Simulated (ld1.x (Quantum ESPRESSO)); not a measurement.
## Pseudopotential generation for H: TM, LDA (PZ), scalar-relativistic.

| Item | Value |
| --- | --- |
| Element | hydrogen |
| Generator | ld1.x (Quantum ESPRESSO) 7.5 |
| Type | norm-conserving Troullier–Martins (Kleinman–Bylander form) |
| Functional | LDA (PZ) |
| Relativity | scalar-relativistic |
| Frozen core | none |
| Valence charge | 1 |
| Reference configuration | 1s0.5 (charge +0.5) |
| Partial waves | 1s (bound): rc 1.00 bohr; 2p channel at 0.29 Ry: rc 0.90 bohr |
| Local potential | all-electron potential smoothed inside 0.75 bohr (lloc = -2) |
| Core correction | none |

- Cutoffs needed: 21 Ry and 40 Ry (the cutoffs (Ry, on a coarse ladder) from which the occupation-weighted sum of valence levels, in a spherical-Bessel basis at the reference potential, stays within 10 and 1 mRy of its value at 400 Ry)
- Ghost test: no extra level below or beside the all-electron valence levels (s, p, d, f tested) (spherical-Bessel basis up to 400 Ry, 20 bohr box)
